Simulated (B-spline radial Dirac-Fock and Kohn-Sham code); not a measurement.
# Binding energies of Cl⁺

System: Cl⁺ in the configuration [Ne] 3s2 3p4; nuclear rms radius 3.3654 fm (A = 35).

Input file task.json (cfg lists n, l and occupation; rrms is the nuclear radius in fm):

```json
{"items": [{
  "Z": 17,
  "q": 1,
  "cfg": [[1, 0, 2], [2, 0, 2], [2, 1, 6], [3, 0, 2], [3, 1, 4]],
  "A": 35,
  "rrms": 3.3654,
  "do": ["binding"]
}]}
```

Launch: `python xray_run.py task.json out`

The computed values come from a B-spline atomic structure program: Dirac-Fock (average of configuration) total-energy differences with a finite nucleus, the Breit interaction including its frequency dependence, and self-energy and vacuum-polarisation corrections. Electron correlation is not included. Energies are counted from the vacuum level. Subshells whose hole state is unreliable or did not converge are left out.

All terms are in eV, carry their sign (relaxation lowers the binding energy) and add up to the binding energy; ⟨r⟩ is the mean radius of the orbital in the initial state.

```csv
subshell,−ε (Koopmans),relaxation,Breit,QED,binding energy,⟨r⟩ (bohr)
K,2878.2,-29.38,-1.94,-0.82,2846.1,0.091
L1,303.4,-8.19,-0.09,-0.07,295.0,0.439
L2,233.7,-9.04,-0.15,0.01,224.5,0.403
M1,40.27,-1.03,-0.01,-0.01,39.22,1.501
"M2,3",25.14,-0.84,0.00,0.00,24.30,1.714
```

For the deepest level, K (1s), the Breit terms make up -0.068 % of the binding energy, QED -0.029 % and orbital relaxation -1.032 %.

Going to the tabulated ground configuration of the next ion removes an electron from M2,3 (3p), computed at 24.30 eV. NIST lists 23.81364 eV as the ionisation energy of this species (measured), -0.49 eV from the computed value. Where a p, d or f shell is open in either ion the computed value averages over both j values and all terms, while the table refers to the lowest levels; that difference holds spin-orbit splitting (largest in heavy or highly charged ions), term energies where several electrons share open shells, and correlation, and it can reach 10 % or more.
